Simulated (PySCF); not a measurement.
**Pm: ionisation energy**

Pm [Xe] 4f5 6s2 [4f5/2^5, M_J = 5/2] → Pm⁺ [Xe] 4f5 6s1 [4f5/2^5 6s1/2^1, M_J = 2], as a difference of total energies. All numbers are calculated (PySCF 2.14, the two-component X2C-1e Hamiltonian, in x2c-TZVPall-2c with one added diffuse shell each of s, p, d, f type (12s12p11d5f1g, 147 functions)). Correlated levels: [Ar] 3d10 frozen; the 18 highest virtual spinors dropped. "Screened" scales the spin-orbit matrix elements by Boettger's factors to mimic the two-electron term; Breit and QED terms are absent.

```tsv
method	ionisation energy (eV)	error (eV)
GHF (spin-free)	4.540	-1.042
GMP2 (spin-free)	5.478	-0.104
GHF (screened spin-orbit)	4.541	-1.041
GMP2 (screened spin-orbit)	5.480	-0.102
```

Reference: 5.582 eV (measured; NIST Atomic Spectra Database, ionization energies).

The spin-free rows relax to the high-spin LS determinant and lack the spin-orbit shift.

The labels give the starting determinants; with spin-orbit coupling the two ends relaxed to ⟨J²⟩ = 13.17, ⟨L²⟩ = 29.87, ⟨S²⟩ = 8.71 and ⟨J²⟩ = 11.43, ⟨L²⟩ = 29.88, ⟨S²⟩ = 11.94.

The determinant of Pm and of Pm⁺ mixes levels of different J (the jj label is only the starting occupation), so the difference between spin-free and spin-orbit rows is not the physical spin-orbit shift.
